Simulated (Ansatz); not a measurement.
```yaml
crystal:
  periodic: [false, false, false]
  atoms:
    - {symbol: C, position_ang: [0.412610, 1.146208, -0.778542]}
    - {symbol: C, position_ang: [-0.328841, -0.046520, -0.167355]}
    - {symbol: C, position_ang: [0.153595, -1.524871, -1.390316]}
    - {symbol: C, position_ang: [-1.824352, 0.171301, -0.378077]}
    - {symbol: N, position_ang: [-0.014672, -0.552514, 1.163466]}
    - {symbol: Zr, position_ang: [1.584321, 0.814205, 1.944109]}
    - {symbol: F, position_ang: [0.972354, -0.030193, 4.025461]}
    - {symbol: F, position_ang: [0.436209, 2.661980, 2.183357]}
    - {symbol: F, position_ang: [2.855336, 0.677001, 1.652140]}
    - {symbol: H, position_ang: [-0.021123, 1.310961, -1.932618]}
    - {symbol: H, position_ang: [0.257926, 1.674111, -0.271136]}
    - {symbol: H, position_ang: [1.708255, 0.858820, -0.715803]}
    - {symbol: H, position_ang: [0.087351, -1.679577, -2.531178]}
    - {symbol: H, position_ang: [1.100986, -1.427258, -1.052192]}
    - {symbol: H, position_ang: [-0.390539, -2.510536, -0.462812]}
    - {symbol: H, position_ang: [-2.505719, 0.913359, -0.011851]}
    - {symbol: H, position_ang: [-2.350894, -0.687453, -0.321541]}
    - {symbol: H, position_ang: [-1.717852, -0.242652, -1.249588]}
    - {symbol: H, position_ang: [-0.036684, -1.077851, 1.513707]}
basis:
  gaussian: {orbitals: def2-mTZVP}
hamiltonian: {xc: {name: CAM-B3LYP}, dispersion: d3bjatm}
relax: {f_tol: 0.0001, max_steps: 3}
```

```sh
$ ansatz run in.yaml --threads 5 --pin off --events-out ev --progress --plain --max-ram 66560MiB --backend cuda --devices 0, --max-vram 37GiB
```

How does Ansatz answer? (Best estimate.)

Computed: The calculation stopped without meeting its thresholds.
```
Functional definition: CAM-B3LYP
2180 factors; integrals over basis functions are off by at most 7.0e-4 eV
712 factors; integrals over basis functions are off by at most 4.4e-6 eV
mean field evaluation 1: about -15177.7343 eV, gradient 1.2e2 eV
mean field evaluation 2: about -15068.9675 eV, gradient 2.3e2 eV
mean field evaluation 4: about -15202.9372 eV, gradient 1.5e1 eV
mean field evaluation 8: about -15203.3832 eV, gradient 8.7e-1 eV
mean field evaluation 16: about -15203.4995 eV, gradient 3.2e-3 eV
mean field -15203.49947020 eV, -558.7183002278 hartree, gradient 3.1e-5 eV, S^2 0.000000; 0 other end points of the search recorded, 0 dependent functions left out
reference -15203.49966908 eV, -558.7183075367 hartree; 40, 40 occupied and 175, 175 virtual orbitals, 2180 factors
relax step   1: F+E_penalty+E_count = -15203.93909392 eV  Δ(F+E_penalty+E_count) = +0.000e0 eV  max|allowed force component| = 7.462e1 eV/Å  Δτ_max = 0.0000 Å  (37 SCF iters, accepted)
2180 factors; integrals over basis functions are off by at most 8.1e-4 eV
712 factors; integrals over basis functions are off by at most 3.7e-6 eV
mean field evaluation 32: about -15230.4879 eV, gradient 2.1e-5 eV
mean field -15230.48788628 eV, -559.7101062255 hartree, gradient 2.1e-5 eV, S^2 0.000000; 0 other end points of the search recorded, 0 dependent functions left out
reference -15230.48808017 eV, -559.7101133507 hartree; 40, 40 occupied and 175, 175 virtual orbitals, 2180 factors
relax step   2: F+E_penalty+E_count = -15230.92041298 eV  Δ(F+E_penalty+E_count) = -2.698e1 eV  max|allowed force component| = 1.859e1 eV/Å  Δτ_max = 0.1917 Å  (41 SCF iters, accepted)
2180 factors; integrals over basis functions are off by at most 8.2e-4 eV
712 factors; integrals over basis functions are off by at most 3.7e-6 eV
mean field -15236.82655080 eV, -559.9430478500 hartree, gradient 1.1e-5 eV, S^2 0.000000; 0 other end points of the search recorded, 0 dependent functions left out
reference -15236.82674274 eV, -559.9430549037 hartree; 40, 40 occupied and 175, 175 virtual orbitals, 2180 factors
relax step   3: F+E_penalty+E_count = -15237.24800720 eV  Δ(F+E_penalty+E_count) = -6.328e0 eV  max|allowed force component| = 6.163e0 eV/Å  Δτ_max = 0.1908 Å  (39 SCF iters, accepted)
Error: geometry relaxation did not converge after 3 steps: max|allowed force component| = 6.16e0 eV/Å (threshold 1.0e-4). Raise `relax.max_steps` over both its present limit and 3, loosen `relax.f_tol`, or start from a geometry closer to equilibrium. Where this run's directory can be resumed (`checkpoint.write`), a resume goes on for up to `relax.max_steps` more
```
